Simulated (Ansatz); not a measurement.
```yaml
crystal:
  periodic: [false, false, false]
  atoms:
    - {symbol: F, position_ang: [-1.053493, -1.151115, 0.206854]}
    - {symbol: Sn, position_ang: [0.149334, -0.606468, 0.112472]}
    - {symbol: C, position_ang: [-0.039126, 0.738850, -0.132753]}
    - {symbol: F, position_ang: [-0.445647, 0.898769, -0.754406]}
    - {symbol: F, position_ang: [0.647081, 0.985710, -0.199451]}
    - {symbol: F, position_ang: [-0.402507, 0.983617, 0.468960]}
    - {symbol: H, position_ang: [0.582323, -1.050635, -0.806191]}
    - {symbol: H, position_ang: [0.569167, -0.762174, 0.954423]}
basis:
  gaussian: {orbitals: def2-TZVP}
hamiltonian: {xc: {name: wB97M-V}}
output: {forces: true}
```

```sh
$ ansatz run in.yaml --threads 2 --pin off --events-out ev --progress --plain --max-ram 22528MiB --backend cpu
```

Output, abridged:

```
Functional definition: wB97M-V
1324 factors; their error is unknown
272 factors; integrals over basis functions are off by at most 1.5e-6 eV
mean field evaluation 1: about -17557.4390 eV, gradient 1.4e2 eV
mean field evaluation 2: about -17545.7994 eV, gradient 1.7e2 eV
mean field evaluation 4: about -17578.9457 eV, gradient 9.6e0 eV
mean field evaluation 8: about -17579.0596 eV, gradient 1.9e-1 eV
mean field evaluation 16: about -17579.1210 eV, gradient 4.1e-3 eV
mean field -17579.12095801 eV, -646.0207796509 hartree, gradient 6.6e-5 eV, S^2 0.000000; 0 other end points of the search recorded, 0 dependent functions left out
reference -17579.12100760 eV, -646.0207814732 hartree; 33, 33 occupied and 184, 184 virtual orbitals, 1324 factors
Total energy: -17579.12100760 eV, -646.0207814732 hartree
Atom 0 at    -1.053493    -1.151115     0.206854 Å, force   -81.994715   -34.777986     6.007510 eV/Å
Atom 1 at     0.149334    -0.606468     0.112472 Å, force    49.834207   -35.427887   -20.440824 eV/Å
Atom 2 at    -0.039126     0.738850    -0.132753 Å, force   -19.408503  -125.580183    -7.560487 eV/Å
Atom 3 at    -0.445647     0.898769    -0.754406 Å, force  -146.960800    39.499525  -226.376316 eV/Å
Atom 4 at     0.647081     0.985710    -0.199451 Å, force   294.619911    96.167694   -24.106608 eV/Å
Atom 5 at    -0.402507     0.983617     0.468960 Å, force  -140.029158    84.413208   242.738237 eV/Å
Atom 6 at     0.582323    -1.050635    -0.806191 Å, force    13.956173   -13.967574   -30.281991 eV/Å
Atom 7 at     0.569167    -0.762174     0.954423 Å, force    29.982884   -10.326796    60.020479 eV/Å
Dipole moment:    -0.176885     0.189678    -0.053301 e Å
```

In this input the geometry is squeezed to about two thirds of its size. The calculation finished and met its thresholds. The result belongs to that input, not to the molecule as meant.
